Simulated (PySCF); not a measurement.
Compound: C7H5FO.
Geometry (PBE0-D3(BJ)/def2-SVP, Å), atoms numbered from 1 in this order:
```
atom  x, y, z in Å
O1     2.973   -1.114   -0.363
C2     2.333   -0.140   -0.139
F3     2.941    1.038    0.069
C4     0.862   -0.038   -0.052
C5     0.221    1.174    0.231
C6    -1.168    1.218    0.309
C7    -1.915    0.058    0.104
C8    -1.276   -1.151   -0.180
C9     0.110   -1.201   -0.258
H10    0.817    2.074    0.389
H11   -1.671    2.161    0.531
H12   -3.005    0.095    0.167
H13   -1.865   -2.057   -0.339
H14    0.635   -2.133   -0.478
```

All values: B3LYP/def2-SVPD (PySCF, non-relativistic), on one gas-phase PBE0-D3(BJ)/def2-SVP geometry that isn't relaxed in the solvent. The solvent is an IEF-PCM continuum (cavity from Bondi-type radii × 1.2). Only the electrostatic response of the medium enters.

Gas phase at B3LYP/def2-SVPD: HOMO -7.78 eV, LUMO -2.21 eV, dipole 4.00 D.

**Question.** What does the continuum do to the energy, the frontier levels and the dipole at B3LYP/def2-SVPD in chloroform and dichloromethane?

**Answer.** 
```
        solvent      ε  E(solvent) − E(gas) (kJ/mol)  polarisation term (kJ/mol)  distortion of the solute (kJ/mol)  HOMO (eV)  LUMO (eV)  dipole (D)
     chloroform  4.711                        -14.80                      -16.73                               1.93      -7.59      -2.15        4.86
dichloromethane   8.93                        -17.65                      -20.41                               2.76      -7.56      -2.14        5.03
```

The first energy column is the sum of the next two and covers electrostatics alone. From chloroform to dichloromethane the lowering changes by a factor 1.19, Onsager's factor (ε − 1)/(2ε + 1) by 1.18 and ε itself by 1.9.

**Question.** Which radius a makes the point-dipole formula ΔE = −[(ε − 1)/(2ε + 1)]·μ²/a³ give the value in dichloromethane, with the gas-phase dipole?

**Answer.** μ = 1.573 au and |ΔE| = 0.00672 Eh give a = 2.84 Å; the farthest nucleus lies 3.20 Å from the centroid of the nuclei, so such a sphere wouldn't even hold the nuclei. The formula assumes a rigid point dipole at the centre of a sphere.

**Question.** Give the dipole vector in the frame of the coordinates (D, pointing from negative to positive charge), gas and dichloromethane.

**Answer.** Gas (-3.90, 0.81, 0.35), solvent (-4.89, 1.10, 0.45). Its length changes by +26 % and its direction by less than 1°.

**Question.** How does the static polarisability (B3LYP/def2-SVPD, frozen core, with the continuum's full static response) change?

**Answer.** 
```csv
medium,isotropic (au),principal values (au),⟨r²⟩ of the electrons (bohr²)
gas,84.2,"48.4, 91.1, 113.1",1158.2
chloroform,107.2,"59.2, 117.2, 145.1",1157.8
dichloromethane,112.6,"62.5, 123.3, 152.0",1157.7
```

The isotropic value in dichloromethane is 1.34 times the gas-phase one; no cavity-field correction is applied. ⟨r²⟩ is taken about the centre of nuclear charge.
